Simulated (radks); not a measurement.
Task: Neutral rubidium, [Kr] 5s1. All-electron calculation, non-relativistic Kohn-Sham, exchange-only LDA, spin-polarised, spherical densities, point nucleus. Program: a radial shooting solver on a logarithmic mesh with Libxc functionals. Every spin shell is full or empty, so the densities are truly spherical. Functionals are evaluated on that one density, not self-consistently. Rank these orbital-free kinetic functionals by their error against the exact value of the orbitals, and give that value: Thomas-Fermi, von Weizsacker, TF + vW/9, LC94, APBEK, revAPBEK, Pearson, LKT, DePristo-Kress, Ernzerhof.

Result: Exact: 2932.98 hartree. From best to worst, with 100 (|E| - |E exact|)/|E exact| (equal figures are ties): LC94 +0.04, DePristo-Kress -0.08, APBEK +0.11, revAPBEK +0.32, Ernzerhof -0.39, TF + vW/9 -0.72, Pearson -1.05, Thomas-Fermi -5.82, LKT +21.51, von Weizsacker -54.12.
